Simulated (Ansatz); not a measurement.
Cost and result up the ladder for InH₃ (4 atoms). Charge 0, multiplicity 1. Geometry: PBE0-D4/def2-TZVP.

```xyz
4

In    0.000    0.000    0.000
H     1.136    0.464   -1.212
H    -0.100    0.890    1.474
H    -1.036   -1.354   -0.262
```

Ansatz on 4 threads of Arm Neoverse V2 on a shared host. Times are rough, and most runs start from the orbitals of an earlier one. ωB97M-V/def2-TZVP serves as the yardstick here, not as an exact answer. Differences are given only for rows in sets of like size (and for xTB, whose basis is part of the method), since another set adds its own error. Binding counts from free atoms at the same level (In doublet, H doublet; other spins of the atoms weren't run), without zero-point energy or a counterpoise term.

In the def2 sets In takes a core potential, while STO-3G treats all electrons; there is no spin–orbit coupling. B3LYP takes the VWN-RPA correlation. HSE06 is defined as in plane-wave codes, on full-range PBE exchange. Correlated methods freeze 4 core orbitals; core or outer-core shells of In are correlated, in sets that lack core-valence functions.

Correlated methods converge slowly with the basis.

```json
{"level": "HSE06-D4/def2-TZVP", "functions": "68", "binding energy per atom (eV)": "1.83", "difference from ωB97M-V/def2-TZVP (eV)": "-0.08"}
{"level": "PBE0-D4/def2-TZVPD", "functions": "83", "binding energy per atom (eV)": "1.83", "difference from ωB97M-V/def2-TZVP (eV)": "-0.08"}
{"level": "PBE-D4/def2-TZVPD", "functions": "83", "binding energy per atom (eV)": "1.81", "difference from ωB97M-V/def2-TZVP (eV)": "-0.10"}
{"level": "r2SCAN0-D4/def2-TZVP", "functions": "68", "binding energy per atom (eV)": "1.88", "difference from ωB97M-V/def2-TZVP (eV)": "-0.03"}
{"level": "B3LYP-D4/def2-TZVP", "functions": "68", "binding energy per atom (eV)": "1.87", "difference from ωB97M-V/def2-TZVP (eV)": "-0.04"}
{"level": "MP2/def2-TZVP", "functions": "68", "binding energy per atom (eV)": "1.69", "difference from ωB97M-V/def2-TZVP (eV)": "-0.22"}
{"level": "ωB97X-V/def2-TZVP", "functions": "68", "binding energy per atom (eV)": "1.93", "difference from ωB97M-V/def2-TZVP (eV)": "0.02"}
{"level": "CCSD(T)/def2-TZVPD", "functions": "83", "binding energy per atom (eV)": "1.82", "difference from ωB97M-V/def2-TZVP (eV)": "-0.09"}
{"level": "ωB97M-V/def2-TZVP", "functions": "68", "binding energy per atom (eV)": "1.91", "difference from ωB97M-V/def2-TZVP (eV)": "0.00"}
{"level": "r2SCAN-D4/def2-TZVP", "functions": "68", "binding energy per atom (eV)": "1.88", "difference from ωB97M-V/def2-TZVP (eV)": "-0.03"}
{"level": "CCSD(T)/def2-TZVPP", "functions": "92", "binding energy per atom (eV)": "1.89", "difference from ωB97M-V/def2-TZVP (eV)": "-0.03"}
{"level": "PBE-D4/def2-TZVP", "functions": "68", "binding energy per atom (eV)": "1.81", "difference from ωB97M-V/def2-TZVP (eV)": "-0.10"}
{"level": "HF/STO-3G", "functions": "30", "binding energy per atom (eV)": "2.75", "difference from ωB97M-V/def2-TZVP (eV)": "–"}
{"level": "PBE0-D4/def2-SVP", "functions": "41", "binding energy per atom (eV)": "1.81", "difference from ωB97M-V/def2-TZVP (eV)": "–"}
```

Question: Estimate how long each takes.

Answer: HF/STO-3G 0.1 s; PBE-D4/def2-TZVP 0.25 s; PBE0-D4/def2-SVP 0.25 s; MP2/def2-TZVP 0.25 s; B3LYP-D4/def2-TZVP 0.3 s; PBE0-D4/def2-TZVPD 0.3 s; HSE06-D4/def2-TZVP 0.3 s; PBE-D4/def2-TZVPD 0.35 s; r2SCAN-D4/def2-TZVP 0.55 s; r2SCAN0-D4/def2-TZVP 0.6 s; ωB97X-V/def2-TZVP 0.75 s; CCSD(T)/def2-TZVPD 0.75 s; ωB97M-V/def2-TZVP 0.8 s; CCSD(T)/def2-TZVPP 0.95 s. On shared hardware such times vary by a factor of up to 3.
